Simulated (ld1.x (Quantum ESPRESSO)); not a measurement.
PBE ultrasoft dataset for Mn, scalar-relativistic all-electron reference.

The input file (ld1.x (Quantum ESPRESSO) 7.5):

```
&input
   title='Mn', zed=25., rel=1, dft='PBE', iswitch=3,
   config='[Ar] 3d5 4s2 4p0 4f-2',
   nld=4, rlderiv=4.10, eminld=-2.0, emaxld=5.0, deld=0.02
 /
 &inputp
   pseudotype=3, tm=.true., lloc=-1, rcloc=1.30,
   nlcc=.true., rcore=0.85,
   file_pseudopw='Mn.UPF', file_wfcaegen='ae.wfc', file_wfcncgen='nc.wfc', file_beta='beta', file_chi='chi', file_wfcusgen='us.wfc'
 /
8
4S  1  0   2.00   0.00  2.20  2.50  0.0
4S  1  0   0.00   1.55  2.20  2.50  0.0
4P  2  1   0.00   0.00  3.05  3.80  0.0
4P  2  1   0.00   0.40  3.05  3.80  0.0
3D  3  2   5.00   0.00  1.20  1.45  0.0
3D  3  2   0.00  -0.05  1.20  1.45  0.0
4F  4  3  -2.00   0.30  2.80  3.55  0.0
4F  4  3  -2.00   1.85  2.80  3.55  0.0
 &test
   configts(1)='3d5 4s2 4p0'
 /
```

Command:

```bash
ld1.x < Mn.in > Mn.out
```

The program printed (shortened: banner, matrices, multipoles, cross overlaps and the repeated all-electron block are left out):

```
Program LD1 v.7.5
     --------------------------- All-electron run ----------------------------

     Mn
     scalar relativistic calculation

     atomic number is 25.00
     dft =PBE   lsd =0 sic =0 latt =0  beta=0.20 tr2=1.0E-14
     Exchange-correlation= PBE
                           (   1   4   3   4   0   0   0)
     mesh =1187 r(mesh) = 100.09544 a.u. xmin = -7.00 dx = 0.01250
     1 Ry =  13.60569312 eV, c = 137.03599908

     n l     nl                  e(Ry)          e(Ha)          e(eV)
     1 0     1S 1( 2.00)      -472.5632      -236.2816     -6429.5493
     2 0     2S 1( 2.00)       -54.6792       -27.3396      -743.9485
     2 1     2P 1( 6.00)       -46.3180       -23.1590      -630.1890
     3 0     3S 1( 2.00)        -6.3120        -3.1560       -85.8792
     3 1     3P 1( 6.00)        -4.0125        -2.0063       -54.5931
     3 2     3D 1( 5.00)        -0.4977        -0.2488        -6.7709
     4 0     4S 1( 2.00)        -0.3753        -0.1877        -5.1069
     4 1     4P 1( 0.00)        -0.1007        -0.0504        -1.3704

     final scf error:  4.0E-15 reached in  30 iterations

     Etot =   -2316.594182 Ry,   -1158.297091 Ha,  -31518.869530 eV

     Ekin =    2342.158424 Ry,    1171.079212 Ha,   31866.688766 eV
     Encl =   -5530.002709 Ry,   -2765.001355 Ha,  -75239.519833 eV
     Eh   =     975.096519 Ry,     487.548260 Ha,   13266.864008 eV
     Exc  =    -103.846416 Ry,     -51.923208 Ha,   -1412.902472 eV

     normalization and overlap integrals

     s(1S/1S) =  1.000000  <r> =   0.0609  <r2> =    0.0050  r(max) =   0.0400
     s(2S/2S) =  1.000000  <r> =   0.2794  <r2> =    0.0922  r(max) =   0.2331
     s(2P/2P) =  1.000000  <r> =   0.2471  <r2> =    0.0751  r(max) =   0.1885
     s(3S/3S) =  1.000000  <r> =   0.8515  <r2> =    0.8370  r(max) =   0.7361
     s(3P/3P) =  1.000000  <r> =   0.9042  <r2> =    0.9647  r(max) =   0.7547
     s(3D/3D) =  1.000000  <r> =   1.2233  <r2> =    2.0288  r(max) =   0.7642
     s(4S/4S) =  1.000000  <r> =   3.0940  <r2> =   11.1372  r(max) =   2.5058
     s(4P/4P) =  1.000000  <r> =   4.5354  <r2> =   24.7127  r(max) =   3.4251

     ------------------------ End of All-electron run ------------------------

     --------------------- Generating US pseudopotential ---------------------

      Generating local potential from pseudized AE potential:
      Matching radius rcloc =   1.3000

      Local pseudo, rcloc= 1.292 Estimated cut-off energy=    14.88 Ry

      Computing core charge for nlcc:

       r > 0.86 : true rho core
       r < 0.86 : rho core = a sin(br)/r    a=  15.65  b=   2.69

      Integrated core pseudo-charge :   8.85

      Wfc   4S  rcut= 2.184  Using Troullier-Martins method
      Wfc-us  4S rcutus= 2.475  Estimated cut-off energy=     7.22 Ry

      Wfc   4S  rcut= 2.184  Using Troullier-Martins method
      Wfc-us  4S rcutus= 2.475  Estimated cut-off energy=    11.42 Ry

      Wfc   4P  rcut= 3.023  Using Troullier-Martins method
      Wfc-us  4P rcutus= 3.785  Estimated cut-off energy=     5.30 Ry

      Wfc   4P  rcut= 3.023  Using Troullier-Martins method
      Wfc-us  4P rcutus= 3.785  Estimated cut-off energy=     7.01 Ry

      Wfc   3D  rcut= 1.199  Using Troullier-Martins method
      Wfc-us  3D rcutus= 1.464  Estimated cut-off energy=    53.78 Ry

      Wfc   3D  rcut= 1.199  Using Troullier-Martins method
      Wfc-us  3D rcutus= 1.464  Estimated cut-off energy=    56.77 Ry

      Wfc   4F  rcut= 2.804  Using Troullier-Martins method
      Wfc-us  4F rcutus= 3.512  Estimated cut-off energy=    11.38 Ry

      Wfc   4F  rcut= 2.804  Using Troullier-Martins method
      Wfc-us  4F rcutus= 3.512  Estimated cut-off energy=    13.57 Ry

     ------------------- End of pseudopotential generation -------------------

     Computing logarithmic derivative in   4.10577
     Computing logarithmic derivative in   4.10577
     Computing the partial wave expansion
     R is outside the sphere for l=    0 j= 0.00
     R is outside the sphere for l=    0 j= 0.00
     R is outside the sphere for l=    1 j= 0.00
     R is outside the sphere for l=    1 j= 0.00
     R is outside the sphere for l=    2 j= 0.00
     R is outside the sphere for l=    2 j= 0.00
     R is outside the sphere for l=    3 j= 0.00
     R is outside the sphere for l=    3 j= 0.00

     ---------------------- Testing the pseudopotential ----------------------

     Mn
     scalar relativistic calculation

     atomic number is 25.00   valence charge is  7.00
     dft =PBE   lsd =0 sic =0 latt =0  beta=0.20 tr2=1.0E-14
     mesh =1187 r(mesh) = 100.09544 xmin = -7.00 dx = 0.01250

     n l     nl             e AE (Ry)        e PS (Ry)    De AE-PS (Ry)
     3 2     3D   1( 5.00)       -0.49765       -0.49766        0.00000
     1 0     4S   1( 2.00)       -0.37535       -0.37535        0.00000
     2 1     4P   1( 0.00)       -0.10072       -0.10072        0.00000

     eps = 3.9E-16  iter =  4

     Etot =   -2316.594182 Ry,   -1158.297091 Ha,  -31518.869530 eV
     Etotps =   -44.880799 Ry,     -22.440399 Ha,    -610.634375 eV

     Ekin =      22.352790 Ry,      11.176395 Ha,     304.125204 eV
     Encl =     -84.637412 Ry,     -42.318706 Ha,   -1151.550656 eV
     Ehrt =      27.581803 Ry,      13.790902 Ha,     375.269550 eV
     Ecxc =     -24.754410 Ry,     -12.377205 Ha,    -336.800910 eV
     (Ecc =     -14.860910 Ry,      -7.430455 Ha,    -202.192988 eV)
     Epseu=      14.576430 Ry,       7.288215 Ha,     198.322437 eV

     ---------------------- End of pseudopotential test ----------------------
```

Note: ghost state, extra bound levels that the all-electron valence spectrum of the same l lacks: s at -83.5 eV. A true bound ghost makes a file unfit for plane-wave use.

Generation and configuration tests took about 1.7 s on one core of a shared server CPU.
